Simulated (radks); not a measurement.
The selenium anion Se2-, [Kr], held by a Watson sphere: a shell of charge +2 at radius R that stands for the Madelung well of a crystal (potential energy -2/R inside, -2/r outside, in hartree with lengths in bohr). Method: scalar-relativistic Kohn-Sham, PBEsol, spin-polarised, spherical densities, finite nucleus; Fermi nuclear charge, rms radius of each element as measured or else 0.836 A^(1/3) + 0.57 fm; computed with a radial shooting solver on a logarithmic mesh with Libxc functionals. Response by self-consistent Sternheimer equations with the Hartree and adiabatic LDA kernel, the relativistic mass of each level held fixed and spin-orbit coupling left out. The sphere does not respond.

| R (bohr) | e(3d) (eV) | e(4s) (eV) | e(4p) (eV) | <r> 4p (bohr) | sum of <r^2> (bohr^2) | X-ray form factor at sin(theta)/lambda = 0.1 1/angstrom | alpha (bohr^3) |
|---|---|---|---|---|---|---|---|
| 2.2 | -51.598 | -18.343 | -7.910 | 2.279 | 52.57 | 32.736 | 29.64 |
| 4.19 | -49.322 | -14.269 | -4.563 | 2.725 | 71.13 | 32.068 | 86.67 |
| 4.6 | -48.953 | -13.765 | -4.036 | 2.792 | 74.57 | 31.989 | 106.7 |
| 4.94 | -48.668 | -13.400 | -3.645 | 2.844 | 77.38 | 31.934 | 126.3 |
| 5.16 | -48.495 | -13.187 | -3.413 | 2.875 | 79.19 | 31.904 | 140.8 |
